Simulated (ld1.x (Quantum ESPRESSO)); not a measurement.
## sulfur, ultrasoft: configuration errors across variants

S (Z = 16), ultrasoft, made with ld1.x (Quantum ESPRESSO) 7.5 (PBE, scalar-relativistic). Core [Ne], reference 3s2 3p3.5 (charge +0.5). Waves: 3s (bound): rcut 1.55, rcutus 1.65 bohr; 3s channel at -1.25 Ry: rcut 1.55, rcutus 1.65 bohr; 3p (bound): rcut 1.00, rcutus 1.35 bohr; 3p channel at -0.35 Ry: rcut 1.00, rcutus 1.35 bohr. Local part: all-electron potential smoothed inside 1.40 bohr (lloc = -1). Core correction: Bessel-smoothed model core, default radius (core density twice the valence density). Augmentation charge: PSQ, radius 1.05 bohr.

All-electron excitation energies from the reference (eV): (1) 3s2 3p4 -4.660; (2) 3s2 3p3 7.109; (3) 3s2 3p2 29.393; (4) 3s1 3p4 17.988; (5) 3s1 3p5 5.651; (6) 3s0 3p6 16.080; (7) 3s2 3p4.3 -6.369.

The default core radius of the base comes out at 0.88 bohr.

Errors AE − PS in meV (a dash: test not solved or not reliable):

```tsv
change	(1)	(2)	(3)	(4)	(5)	(6)	(7)	bound ghosts
base	+0.4	-0.4	-0.3	-1.9	+0.5	-0.2	+0.7	none
core correction none	+0.3	-0.7	-2.8	-1.0	+0.6	+1.4	+0.4	none
core correction Bessel-smoothed model core inside 0.68 bohr	+0.4	-0.4	-0.6	-2.1	+0.4	-0.4	+0.7	none
core correction Bessel-smoothed model core inside 0.86 bohr	+0.4	-0.4	-0.3	-1.9	+0.4	-0.3	+0.7	none
core correction Bessel-smoothed model core inside 1.28 bohr	+0.4	-0.4	-0.5	-1.7	+0.7	+1.1	+0.6	none
core correction Bessel-smoothed model core inside 1.52 bohr	+0.3	-0.6	-3.0	-1.9	+0.7	+1.0	+0.4	none
```

(1) Give the same row for: core correction Bessel-smoothed model core inside 1.10 bohr.

Answers

(1) +0.4, -0.3, +1.1, -0.8, +0.9, +2.0, +0.7; bound ghosts: none.
